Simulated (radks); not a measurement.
Problem. These are the eigenvalues of the occupied orbitals of an atom or ion with whole-number occupations (eV). Calculated with a radial shooting solver on a logarithmic mesh with Libxc functionals: scalar-relativistic Kohn-Sham, OLYP, spin-polarised, spherical densities, point nucleus.

orbital  eigenvalue
1s up     -211.5554
1s down   -211.0553
2s up      -32.5929

Which element is it, and in what charge state? The configuration may be excited. Open shells, if any, are filled with parallel spins first.

Solution. Z = 5, boron, charge +2: B2+ in [He] 2s1. The list shows which subshells hold electrons but not how many an open one holds; the 1s level, -7.7745 hartree, gives Z - s = 3.9 by -(Z - s)^2/2, which with screening and relativity narrows Z to a few neighbours, and the depths of the outer levels then fix element, charge and occupations together.
